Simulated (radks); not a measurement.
Question: The mean radii <r> (bohr) of the occupied orbitals of an atom or ion are listed with their occupations. All-electron calculation, Dirac Kohn-Sham, relativistic LDA (MacDonald-Vosko exchange, VWN5 correlation), spin-unpolarised, spherical densities, finite nucleus; Fermi nuclear charge, rms radius of each element as measured or else 0.836 A^(1/3) + 0.57 fm. Program: a radial shooting solver on a logarithmic mesh with Libxc functionals.

| orbital | occ. | <r> |
|---|---|---|
| 1s1/2 | 2 | 0.03930 |
| 2s1/2 | 2 | 0.1718 |
| 2p1/2 | 2 | 0.1470 |
| 2p3/2 | 4 | 0.1511 |
| 3s1/2 | 2 | 0.4502 |
| 3p1/2 | 2 | 0.4384 |
| 3p3/2 | 4 | 0.4457 |
| 3d3/2 | 2 | 0.4045 |

Name the element and its charge. Open shells, if any, fill j = l - 1/2 first.

Answer: Z = 38, strontium, charge +18: Sr18+ in [Ar] 3d2. The 1s radius gives Z: for a bare nucleus <r> = (2 gamma + 1)/(2Z) with gamma = sqrt(1 - (Z/c)^2), 0.03844 bohr for Z = 38, and screening makes it slightly larger (0.03930 here). The occupations add up to 20, and the charge is Z minus that.
